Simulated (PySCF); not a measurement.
## Computed properties of ClHOZn, SMILES [Cl][Zn][OH]

Zn(Cl)(OH) (ClHOZn), SMILES [OH][Zn][Cl]. The structure is a stationary point at B3LYP-D3(BJ)/def2-TZVP. The values are those of a single conformer. All values are computed for the isolated molecule unless a solvent is named; none is compared with measurement here.

**Structure.** The optimised structure has Cs symmetry. All 6 harmonic modes at B3LYP-D3(BJ)/def2-TZVP (PySCF) are real, so it is a minimum. With heavy atoms numbered as in [Zn:1]([Cl:2])[OH:3], the shortest bond between them is Zn1–O3 at 1.777 Å and the longest Zn1–Cl2 at 2.098 Å.

**Vibrations.** The strongest infrared lines (harmonic, unscaled, degenerate partners summed) lie at 686 cm⁻¹ (111 km/mol, O 71 %, Zn 26 %), 3841 cm⁻¹ (64 km/mol, H 94 %), 783 cm⁻¹ (46 km/mol, H 91 %). The softest mode is at 133 cm⁻¹ and the zero-point energy is 8.6 kcal/mol.

**Electronic structure.** ωB97X/def2-TZVPD (PySCF) places the frontier levels at -11.21 and 0.37 eV, a gap of 11.58 eV, and gives a dipole moment of 1.67 D and a mean polarisability of 41.0 bohr³.

**Excitations.** TDA-CAM-B3LYP/def2-SVPD (PySCF) has S1 at 5.68 eV (218 nm, f = 0.011, weak); the most intense of the 10 singlets computed lies at 6.87 eV (f = 0.10). T1 (TDA) is at 5.25 eV, 0.43 eV under S1. No vertical singlet excitation falls in the visible range (under 3.1 eV).

**NMR.** GIAO shifts at PBE0/pcSseg-2 (PySCF) (non-relativistic, atoms alike by connectivity averaged): ¹H at 1.0 ppm against TMS. Without spin–orbit terms, shifts of atoms bonded to Cl or Br come out too high.
